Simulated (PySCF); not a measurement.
**Spinor energies of Pr⁵⁷⁺ (praseodymium, charge +57)**

Start: 1s2. Calculated with PySCF 2.14 in an even-tempered Gaussian basis (16 s from 16 bohr⁻², ratio 2.6; 12 p from 21 bohr⁻², ratio 2.6; 6 d from 22 bohr⁻², ratio 2.8; 3 f from 930 bohr⁻², ratio 2.8): generalised Hartree-Fock with the X2C-1e Hamiltonian and a Gaussian nucleus; spin-orbit coupling (SO) screened by Boettger's factors.

| spinor shell | electrons | ε, screened SO (eV) | weight of nominal j (screened SO) | rms radius, screened SO (bohr) |
| --- | --- | --- | --- | --- |
| 1s1/2 | 2 | -48667.3 | 1.000 | 0.0273 |

```tsv
quantity	screened SO
E (hartree)	-3617.82833
M_J	0
⟨J²⟩	0.000
⟨L²⟩	0.000
⟨S²⟩	0.000
```

Breit and QED terms are absent; they matter most for the inner s and p1/2 levels.

Densities and radii are taken from the X2C orbitals without a picture-change correction, which distorts them close to the nucleus.
